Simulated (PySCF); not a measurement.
C4H10NSi2 (doublet state).
Geometry (GFN2-xTB, Å), atoms numbered from 1 in this order:
```xyz
17
C4H10NSi2 angstrom
C     -0.397    0.341    2.118
Si    -0.397    0.573    0.310
Si    -1.918   -0.772   -0.889
C     -0.934    2.339   -0.026
N     -1.301    3.403   -0.244
C      1.338    0.388   -0.482
C      1.883   -1.023   -0.319
H     -1.097    0.841    2.765
H      0.165   -0.444    2.595
H     -1.519   -0.901   -2.294
H     -3.262   -0.202   -0.827
H     -1.957   -2.118   -0.314
H      1.293    0.637   -1.545
H      2.031    1.096   -0.025
H      2.860   -1.121   -0.791
H      1.214   -1.753   -0.774
H      1.992   -1.272    0.734
```

The hyperfine couplings belong to this conformer and change with its torsions.

Identity: `[CH2][Si@@]([SiH3])(C#N)CC` [radical].

Method: UKS B3LYP, pcH-1 on C H N Si, non-relativistic, mean-field spin-orbit, GIAO (PySCF). One conformer (not necessarily the lowest) at the GFN2-xTB geometry, without solvent, vibrations or thermal averaging. Couplings are sensitive to structure, and on GFN2-xTB geometries they can be far from those on DFT ones. The SCF solution wasn't tested for stability.

(1) The isotropic 13C couplings are +87.4, +16.7, +12.6, -0.9 MHz. Assign them to C1; C4; C6; C7.

(2) Match the computed a_iso(29Si) values -66.1, +53.9 MHz with the sites Si2; Si3.

## Answers

(1) 
| site | a_iso (MHz) | ρ(0) (bohr⁻³) | position | distance from C1 (Å) | spin population | largest \|T\| (MHz) |
| --- | --- | --- | --- | --- | --- | --- |
| C1 | +87.4 | +0.0778 | largest spin population | 0.00 | +1.01 | 148.7 |
| C4 | +12.6 | +0.0112 | 2 bonds from C1 | 2.98 | +0.01 | 1.6 |
| C6 | +16.7 | +0.0148 | 2 bonds from C1 | 3.13 | +0.02 | 4.3 |
| C7 | -0.9 | -0.0008 | 3 bonds from C1 | 3.61 | 0.00 | 0.8 |

(2) 
```
site  a_iso (MHz)  ρ(0) (bohr⁻³)         position  distance from C1 (Å)  spin population  largest |T| (MHz)
 Si2        +53.9        -0.0608   1 bond from C1                  1.82            -0.03                3.0
 Si3        -66.1        +0.0745  2 bonds from C1                  3.55            +0.06               16.0
```

ρ(0) is the spin density at the nucleus and T the dipolar tensor; a_iso includes a spin–orbit part; entries for several nuclei are means. The largest Mulliken spin populations are on C1 (+1.01) and Si3 (+0.06). No atom but C1 exceeds +0.15. The angles at C1 add up to 358.9°, so it is planar; its axial dipolar tensor and the negative couplings of its protons fit spin in a p orbital normal to that plane.

Nuclei that the bonding pattern makes equivalent are averaged, as if the motion that swaps them (rotation, inversion, ring flip) were fast. The three 1H nuclei of mean +6.4 MHz run from -3.2 to 21.4 MHz in the frozen geometry.
